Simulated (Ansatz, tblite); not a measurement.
Cost and result up the ladder for MoS2⁺ (3 atoms). Charge 1, multiplicity 2. Geometry: PBE-D4/def2-TZVP.

Cartesian coordinates in Å:
```
Mo -0.310 -0.767 0.171
S -0.682 0.404 -1.504
S 0.991 0.363 1.332
```

Ansatz on 4 threads of Arm Neoverse V1 on a shared host; xTB runs through tblite on one thread. Times are rough, summed over both states, and most runs start from the orbitals of an earlier one. RPA@PBE/def2-TZVP serves as the yardstick here, not as an exact answer. The other state is a quartet at its own geometry.

In the def2 sets Mo takes a core potential; there is no spin–orbit coupling. The xTB rows come from tblite. HSE06 is defined as in plane-wave codes, on full-range PBE exchange. Correlated methods freeze 10 core orbitals; core or outer-core shells of Mo are correlated, in sets that lack core-valence functions. The structure comes from a short search, and lower isomers may exist.

Run but left out: HF/def2-TZVP, r2SCAN0-D4/def2-TZVP, MP2/def2-TZVP (doublet: ⟨S²⟩ 1.13 to 2.50, where a pure state has 0.75); HF/def2-TZVPP, MP2/def2-TZVPP, CCSD/def2-TZVPP, CCSD(T)/def2-TZVPP (flagged by the program: large difference).

Correlated methods converge slowly with the basis.

xTB has no spin-polarisation term.

| level | functions | wall time | quartet − doublet (eV) | difference from RPA@PBE/def2-TZVP (eV) | remarks |
| --- | --- | --- | --- | --- | --- |
| GFN1-xTB | 27 | 0.006 s | 1.90 | 0.69 | – |
| GFN2-xTB | 27 | 0.007 s | 0.92 | -0.29 | – |
| PBE-D4/def2-TZVP | 114 | 3.3 s | 1.21 | 0.00 | – |
| revPBE-D4/def2-TZVP | 114 | 3.3 s | 1.18 | -0.03 | – |
| RPA@PBE/def2-TZVP | 114 | 4.6 s | 1.21 | 0.00 | – |
| HSE06-D4/def2-TZVP | 114 | 5.2 s | 1.02 | -0.18 | spin-contaminated (⟨S²⟩ 0.90) (doublet) |
| r2SCAN-D4/def2-TZVP | 114 | 9.8 s | 1.09 | -0.12 | spin-contaminated (⟨S²⟩ 0.85) (doublet) |
| CAM-B3LYP-D4/def2-TZVP | 114 | 12 s | 0.93 | -0.27 | spin-contaminated (⟨S²⟩ 0.92) (doublet) |
| PBE0-D4/def2-TZVP (with forces) | 114 | 15 s | 1.02 | -0.19 | spin-contaminated (⟨S²⟩ 0.91) (doublet) |
